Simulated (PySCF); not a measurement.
Hf(O)2 anion (HfO₂), SMILES [O]=[Hf]=[O] (connectivity only; charge and spin as stated), charge -1, multiplicity 2.

Geometry: B3LYP-D3(BJ)/def2-TZVPD. The multiplicity is an assumed one; other spin states were not compared. The isomer is the one that the SMILES or the coordinates give; other isomers of the formula were not compared. The def2 effective core potentials stand for the cores of Hf; spin–orbit coupling is left out.

Method: PBE0/def2-TZVPD in PySCF.

Isolated molecule, no solvent.

Computed frontier levels, dipole moment and polarisability:
```json
{
 "α spin, highest occupied and lowest empty level": "-0.59 and 2.39 eV",
 "β spin, highest occupied and lowest empty level": "-1.68 and 1.78 eV",
 "dipole_moment_about_the_centre_of_nuclear_charge": "4.51 D",
 "mean_static_polarisability": "125.0 bohr³ (18.52 Å³)",
 "polarisability_principal_values": "102.6, 120.6, 151.8 bohr³",
 "⟨S²⟩": "0.753 (pure state 0.75)"
}
```
